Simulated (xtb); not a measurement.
xtb input (GFN2-xTB):

```bash
xtb mol.xyz --gfn 2 --sp --chrg 1 --uhf 0
```
mol.xyz:
```
3

Sb     0.73895523     0.42056291     0.25356927
Br    -0.88858656     1.06228439    -1.43424961
Br    -0.18817678    -1.67510462     1.06476296
```

Output:

```
           -------------------------------------------------
          |                Calculation Setup                |
           -------------------------------------------------

           -------------------------------------------------
          |                 G F N 2 - x T B                 |
           -------------------------------------------------

        Reference                      10.1021/acs.jctc.8b01176
      * Hamiltonian:
        H0-scaling (s, p, d)           1.850000    2.230000    2.230000
        zeta-weighting                 0.500000
      * Dispersion:
        s8                             2.700000
        a1                             0.520000
        a2                             5.000000
        s9                             5.000000
      * Repulsion:
        kExp                           1.500000    1.000000
        rExp                           1.000000
      * Coulomb:
        alpha                          2.000000
        third order                    shell-resolved
        anisotropic                    true
        a3                             3.000000
        a5                             4.000000
        cn-shift                       1.200000
        cn-exp                         4.000000
        max-rad                        5.000000

          ...................................................
          :                      SETUP                      :
          :.................................................:
          :  # basis functions                  30          :
          :  # atomic orbitals                  27          :
          :  # shells                            9          :
          :  # electrons                        18          :
          :  max. iterations                   250          :
          :  Hamiltonian                  GFN2-xTB          :
          :  restarted?                      false          :
          :  GBSA solvation                  false          :
          :  PC potential                    false          :
          :  electronic temp.          300.0000000     K    :
          :  accuracy                    1.0000000          :
          :  -> integral cutoff          0.2500000E+02      :
          :  -> integral neglect         0.1000000E-07      :
          :  -> SCF convergence          0.1000000E-05 Eh   :
          :  -> wf. convergence          0.1000000E-03 e    :
          :  Broyden damping             0.4000000          :
          :  net charge                          1          :
          :  unpaired electrons                  0          :
          ...................................................

 iter      E             dE          RMSdq      gap      omega  full diag
   1     -9.9794631 -0.997946E+01  0.225E+01    2.29       0.0  T
   2     -9.9573129  0.221502E-01  0.169E+01    1.42       1.0  T
   3     -9.6249460  0.332367E+00  0.145E+01    4.11       1.0  T
   4    -10.0040888 -0.379143E+00  0.363E+00    2.08       1.0  T
   5    -10.0098884 -0.579958E-02  0.222E+00    1.88       1.0  T
   6    -10.0074888  0.239963E-02  0.114E+00    2.10       1.0  T
   7    -10.0092658 -0.177705E-02  0.870E-01    1.85       1.0  T
   8    -10.0105796 -0.131375E-02  0.850E-02    1.94       1.0  T
   9    -10.0105917 -0.120981E-04  0.655E-02    1.96       1.0  T
  10    -10.0105933 -0.168163E-05  0.238E-02    1.95       2.4  T
  11    -10.0105934 -0.932883E-07  0.805E-03    1.95       7.2  T
  12    -10.0105935 -0.779239E-07  0.116E-03    1.95      50.0  T
  13    -10.0105935  0.580563E-08  0.178E-03    1.95      32.4  T
  14    -10.0105935 -0.506839E-08  0.814E-04    1.95      71.0  T
  15    -10.0105935 -0.147850E-08  0.698E-05    1.95     826.7  T

   *** convergence criteria satisfied after 15 iterations ***

         #    Occupation            Energy/Eh            Energy/eV
      -------------------------------------------------------------
         1        2.0000           -1.1719089             -31.8893
       ...           ...                  ...                  ...
         3        2.0000           -1.0259780             -27.9183
         4        2.0000           -0.7257672             -19.7491
         5        2.0000           -0.7046007             -19.1732
         6        2.0000           -0.6859349             -18.6652
         7        2.0000           -0.6722518             -18.2929
         8        2.0000           -0.6672295             -18.1562
         9        2.0000           -0.6649810             -18.0951 (HOMO)
        10                         -0.5932913             -16.1443 (LUMO)
        11                         -0.4885931             -13.2953
        12                         -0.4782094             -13.0127
        13                         -0.2308544              -6.2819
        14                         -0.2200774              -5.9886
       ...                                ...                  ...
        27                          0.8951153              24.3573
      -------------------------------------------------------------
                  HL-Gap            0.0716897 Eh            1.9508 eV
             Fermi-level           -0.6291361 Eh          -17.1197 eV

 SCC (total)                   0 d,  0 h,  0 min,  0.003 sec
 SCC setup                      ...        0 min,  0.000 sec (  1.653%)
 Dispersion                     ...        0 min,  0.000 sec (  0.546%)
 classical contributions        ...        0 min,  0.000 sec (  0.264%)
 integral evaluation            ...        0 min,  0.000 sec ( 15.101%)
 iterations                     ...        0 min,  0.002 sec ( 61.662%)
 molecular gradient             ...        0 min,  0.001 sec ( 19.245%)
 printout                       ...        0 min,  0.000 sec (  1.277%)

         :::::::::::::::::::::::::::::::::::::::::::::::::::::
         ::                     SUMMARY                     ::
         :::::::::::::::::::::::::::::::::::::::::::::::::::::
         :: total energy             -10.002949513517 Eh    ::
         :: gradient norm              0.026437983954 Eh/a0 ::
         :: HOMO-LUMO gap              1.950775043260 eV    ::
         ::.................................................::
         :: SCC energy               -10.010593459347 Eh    ::
         :: -> isotropic ES            0.141027754329 Eh    ::
         :: -> anisotropic ES          0.010238324942 Eh    ::
         :: -> anisotropic XC         -0.022383828268 Eh    ::
         :: -> dispersion             -0.002839109696 Eh    ::
         :: repulsion energy           0.007643945830 Eh    ::
         :: add. restraining           0.000000000000 Eh    ::
         :: total charge               1.000000000000 e     ::
         :::::::::::::::::::::::::::::::::::::::::::::::::::::

           -------------------------------------------------
          |                Property Printout                |
           -------------------------------------------------

    * Orbital Energies and Occupations

         #    Occupation            Energy/Eh            Energy/eV
      -------------------------------------------------------------
         1        2.0000           -1.1719089             -31.8893
         2        2.0000           -1.0603993             -28.8549
         3        2.0000           -1.0259780             -27.9183
         4        2.0000           -0.7257672             -19.7491
         5        2.0000           -0.7046007             -19.1732
         6        2.0000           -0.6859349             -18.6652
         7        2.0000           -0.6722518             -18.2929
         8        2.0000           -0.6672295             -18.1562
         9        2.0000           -0.6649810             -18.0951 (HOMO)
Note: The following floating-point exceptions are signalling: IEEE_DENORMAL
normal termination of xtb
        10                         -0.5932913             -16.1443 (LUMO)
        11                         -0.4885931             -13.2953
        12                         -0.4782094             -13.0127
        13                         -0.2308544              -6.2819
        14                         -0.2200774              -5.9886
        15                         -0.2153075              -5.8588
        16                         -0.2048067              -5.5731
        17                         -0.2009520              -5.4682
        18                         -0.2001263              -5.4457
        19                         -0.2000748              -5.4443
        20                         -0.1995268              -5.4294
       ...                                ...                  ...
        27                          0.8951153              24.3573
      -------------------------------------------------------------
                  HL-Gap            0.0716897 Eh            1.9508 eV
             Fermi-level           -0.6291361 Eh          -17.1197 eV

     #   Z          covCN         q      C6AA      α(0)
     1  51 Sb       1.697     0.641   375.883    37.990
     2  35 Br       0.854     0.180   179.945    21.628
     3  35 Br       0.854     0.180   179.945    21.628

 Mol. C6AA /au·bohr⁶  :       2121.015662
 Mol. C8AA /au·bohr⁸  :     170309.505040
 Mol. α(0) /au        :         81.246278

Wiberg/Mayer (AO) data.
largest (>0.10) Wiberg bond orders for each atom

 ---------------------------------------------------------------------------
     #   Z sym  total        # sym  WBO       # sym  WBO       # sym  WBO
 ---------------------------------------------------------------------------
     1  51 Sb   3.241 --     2 Br   1.621     3 Br   1.621
     2  35 Br   1.717 --     1 Sb   1.621
     3  35 Br   1.717 --     1 Sb   1.621
 ---------------------------------------------------------------------------

Topologies differ in total number of bonds
Writing topology from bond orders to xtbtopo.mol

molecular dipole:
                 x           y           z       tot (Debye)
 q only:        0.530       0.302       0.182
   full:        2.181       1.241       0.748       6.655
molecular quadrupole (traceless):
                xx          xy          yy          xz          yz          zz
 q only:       -0.781       0.463       0.941       1.676      -2.814      -0.160
  q+dip:        3.599       2.238      -1.998      -0.458       4.613      -1.601
   full:        3.365       0.852      -2.533      -2.492       6.686      -0.832

           -------------------------------------------------
          | TOTAL ENERGY              -10.002949513517 Eh   |
          | GRADIENT NORM               0.026437983954 Eh/α |
          | HOMO-LUMO GAP               1.950775043260 eV   |
           -------------------------------------------------

------------------------------------------------------------------------
------------------------------------------------------------------------
 total:
 SCF:
```

It need not be the lowest isomer of its formula.
